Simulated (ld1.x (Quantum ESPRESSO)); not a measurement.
## Scattering properties, ultrasoft potential for P (Z = 15)

```json
{"Element": "P", "Generator": "ld1.x (Quantum ESPRESSO) 7.5", "Type": "ultrasoft", "Functional": "PBE", "Relativity": "non-relativistic", "Frozen core": "[He]", "Valence charge": "13", "Reference configuration": "2s2 2p6 3s1.75 3p3.25", "Partial waves": "2s (bound): rcut 0.75, rcutus 0.85 bohr; 3s (bound): rcut 0.75, rcutus 0.85 bohr; 2p (bound): rcut 0.90, rcutus 0.95 bohr; 3p (bound): rcut 0.90, rcutus 0.95 bohr", "Local potential": "all-electron potential smoothed inside 0.70 bohr (lloc = -2)", "Core correction": "Bessel-smoothed model core, default radius (core density twice the valence density)", "Augmentation charge": "PSQ, inside the norm-conserving radii"}
```

The phase is arctan(r·u′/u) with u = r·R(r), unwrapped; energies in Ry, scanned from -15 to 5 Ry. A pole is an energy at which the radial function vanishes at the test radius. The pseudo phase is shifted by a multiple of π to meet the all-electron one at the reference energy, and phase errors are pseudo minus all-electron; the curves can meet again beyond the range given. Levels narrower than the energy grid can be missing from the lists of poles.

For each channel, where are the poles, and over which energies does the pseudopotential scatter like the atom?

| channel | radius (bohr) | reference energy (Ry) | poles, all-electron | poles, pseudo | unbroken range about the reference energy with phases within 0.05 rad | phase error 1 Ry above the reference energy (rad) |
| --- | --- | --- | --- | --- | --- | --- |
| s | 1.05 | -1.03 | -11.70 | -11.70 | the whole range | -0.000 |
| p | 1.05 | -0.42 | -8.26 | -8.26 | the whole range | -0.000 |

Phases in the s channel:

| E (Ry) | all-electron | pseudo |
| --- | --- | --- |
| -15.00 | 1.018 | 1.017 |
| -14.52 | 0.880 | 0.879 |
| -14.04 | 0.580 | 0.579 |
| -13.56 | -0.150 | -0.151 |
| -13.08 | -0.974 | -0.974 |
| -12.60 | -1.333 | -1.333 |
| -12.12 | -1.492 | -1.492 |
| -11.64 | -1.579 | -1.579 |
| -11.16 | -1.635 | -1.635 |
| -10.68 | -1.674 | -1.674 |
| -10.20 | -1.704 | -1.704 |
| -9.72 | -1.728 | -1.729 |
| -9.24 | -1.749 | -1.749 |
| -8.76 | -1.767 | -1.767 |
| -8.28 | -1.784 | -1.784 |
| -7.80 | -1.799 | -1.799 |
| -7.32 | -1.814 | -1.814 |
| -6.84 | -1.829 | -1.829 |
| -6.36 | -1.843 | -1.843 |
| -5.88 | -1.857 | -1.857 |
| -5.40 | -1.872 | -1.872 |
| -4.92 | -1.887 | -1.888 |
| -4.44 | -1.903 | -1.904 |
| -3.96 | -1.921 | -1.921 |
| -3.48 | -1.939 | -1.939 |
| -3.00 | -1.958 | -1.958 |
| -2.52 | -1.979 | -1.979 |
| -2.04 | -2.002 | -2.002 |
| -1.56 | -2.028 | -2.028 |
| -1.08 | -2.056 | -2.056 |
| -0.60 | -2.088 | -2.088 |
| -0.12 | -2.125 | -2.125 |
| 0.36 | -2.166 | -2.166 |
| 0.84 | -2.214 | -2.214 |
| 1.32 | -2.269 | -2.270 |
| 1.80 | -2.334 | -2.335 |
| 2.28 | -2.411 | -2.413 |
| 2.76 | -2.503 | -2.505 |
| 3.24 | -2.611 | -2.614 |
| 3.72 | -2.738 | -2.743 |
| 4.20 | -2.885 | -2.891 |
| 4.68 | -3.049 | -3.058 |
